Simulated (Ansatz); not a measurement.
Process, species as SMILES: FC(F)CC(F)(F)F [1,1,1,3,3-pentafluoropropane] -> F atom + F[CH]CC(F)(F)F (the C-F bond at the site shown breaks; other sites are not compared here)
Geometries: B3LYP-D3(BJ)/def2-TZVP minima from Ansatz (an electronic-structure program), one conformer each, not searched for the lowest.

Wanted: bond dissociation energy (electronic energy difference), in kcal/mol. Valence correlation only, unless marked. Open shells are spin-unrestricted. Spin-orbit coupling is left out. No relativistic terms. Basis-set limits of correlation are two-point, X^-3; Hartree-Fock from the larger set.

```
level                                program  bond dissociation energy (kcal/mol)  minus last row
----------------------------  --------------  -----------------------------------  --------------
HF/cc-pVQZ                            Ansatz                                 79.1           -44.7
revPBE-D3(BJ)/def2-TZVPD      Ansatz + dftd3                                117.8            -6.0
PBE0/def2-TZVP                        Ansatz                                118.6            -5.2
LC-wPBE-D3(BJ)/def2-TZVPD     Ansatz + dftd3                                120.4            -3.4
RI-MP2/cc-pVQZ                        Ansatz                                130.0             6.2
SCS-MP2/cc-pVQZ                       Ansatz                                126.5             2.7
CCSD(T)/CBS(cc-pVTZ,cc-pVQZ)          Ansatz                                123.8             0.0
```
